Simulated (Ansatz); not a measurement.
SnGe5⁻. The state is a doublet with charge -1. Geometry r2SCAN-D4/def2-SVPD; atoms count from 1.

```xyz
6

Ge    1.156   -0.447    1.161
Ge   -1.172    0.412   -1.158
Ge   -0.805   -1.772    0.152
Ge   -1.208    0.589    1.431
Ge    1.146   -0.724   -1.420
Sn    0.882    1.942   -0.166
```

In the def2 sets Sn takes a core potential; there is no spin–orbit coupling. The structure comes from a short search, and lower isomers may exist.

(1) Estimate the Mulliken populations from the PBE0/def2-SVP orbitals of Ansatz.

(2) Where does the spin sit?

(3) And the Mayer bond orders between bonded heavy atoms (over 0.3)?

## Answers

(1) 
| atom | charge (e) | spin (α − β) |
| --- | --- | --- |
| Ge1 | -0.23 | 0.40 |
| Ge2 | -0.23 | 0.40 |
| Ge3 | -0.15 | 0.02 |
| Ge4 | -0.17 | 0.06 |
| Ge5 | -0.17 | 0.06 |
| Sn6 | -0.05 | 0.06 |
Mulliken values and Mayer orders depend strongly on the basis.

(2) Summed by element: Ge 0.94, Sn 0.06, of 1 unpaired in all. Largest on single atoms: Ge2 0.40, Ge1 0.40, Ge5 0.06.

(3) Ge1–Ge3 0.63 (2.57 Å); Ge1–Ge4 0.65 (2.60 Å); Ge1–Ge5 0.65 (2.60 Å); Ge1–Sn6 0.65 (2.75 Å); Ge2–Ge3 0.63 (2.57 Å); Ge2–Ge4 0.65 (2.60 Å); Ge2–Ge5 0.65 (2.60 Å); Ge2–Sn6 0.65 (2.75 Å); Ge3–Ge4 0.55 (2.72 Å); Ge3–Ge5 0.55 (2.72 Å); Ge4–Sn6 0.52 (2.96 Å); Ge5–Sn6 0.52 (2.96 Å). Values over 0.3 also appear between atoms too far apart for a bond (Ge1–Ge2 0.31 at 3.40 Å; Ge3–Sn6 0.34 at 4.09 Å; Ge4–Ge5 0.30 at 3.92 Å); they arise where an orbital or an unpaired electron spreads over both atoms.
